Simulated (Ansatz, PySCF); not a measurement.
System: sum formula H₈SiN₃O (charge +1, singlet). It need not be the lowest isomer of its formula. 
Geometry from a B3LYP-D3(BJ)/def2-TZVP (Ansatz, a first-principles code) optimisation:
```xyz
13

Si     0.0731     0.1439    -0.1319
O     -0.4020    -1.2229     1.0603
N     -1.2368     1.1012    -0.5136
N      1.1118     0.9069     0.9471
N      0.4682    -0.9038    -1.3854
H     -0.9531    -1.9561     0.7422
H     -1.4906     1.9321    -0.0030
H     -1.8475     0.9281    -1.2963
H      1.2463     1.9066     0.9040
H      1.9160     0.4524     1.3536
H      1.1818    -1.6132    -1.3072
H      0.3495    -0.6164    -2.3460
H     -0.6114    -0.9949     1.9803
```
Charge +1, spin multiplicity 1.

Total electronic energies in hartree. Correlated levels leave the core frozen unless marked. Spin-orbit coupling is left out. No relativistic terms. CBS(X,Y): correlation extrapolated as X^-3; Hartree-Fock from the larger set. The bracket is a focal-point correction in the basis named.

```csv
level,program,energy (Eh)
PBE-D3(BJ)/def2-TZVPD,Ansatz + dftd3,?
BLYP/def2-TZVPD,Ansatz,?
B3LYP/def2-TZVPD,Ansatz,-533.82511
BHLYP-D3(BJ)/def2-TZVPD,Ansatz + dftd3,?
TPSSh-D3(BJ)/def2-TZVPD,PySCF + dftd3,-533.82387
HSE06-D4/def2-TZVPD,Ansatz + dftd4,-533.39583
B2GP-PLYP-D4/def2-TZVPD,Ansatz + dftd4,-533.41899
RPA@PBE/cc-pV(Q+d)Z,Ansatz,-533.53822
MP2/6-31G*,Ansatz,-532.42736
SCS-MP2/6-31G*,Ansatz,-532.41099
SCS-MP2/cc-pwCVTZ,Ansatz,-532.85707
CCSD/cc-pV(D+d)Z,Ansatz,-532.57574
CCSD(T)/cc-pVTZ,Ansatz,-532.90948
CCSD(T)/cc-pwCVTZ,Ansatz,-532.93486
"RI-MP2/CBS(cc-pV(T+d)Z,cc-pV(Q+d)Z)+[CCSD(T)-MP2]/cc-pV(T+d)Z",Ansatz,-533.0671
```

Q: Some entries are withheld; supply them.

A: 
- PBE-D3(BJ)/def2-TZVPD, energy (Eh): -533.37365
- BLYP/def2-TZVPD, energy (Eh): -533.72149
- BHLYP-D3(BJ)/def2-TZVPD, energy (Eh): -533.68354
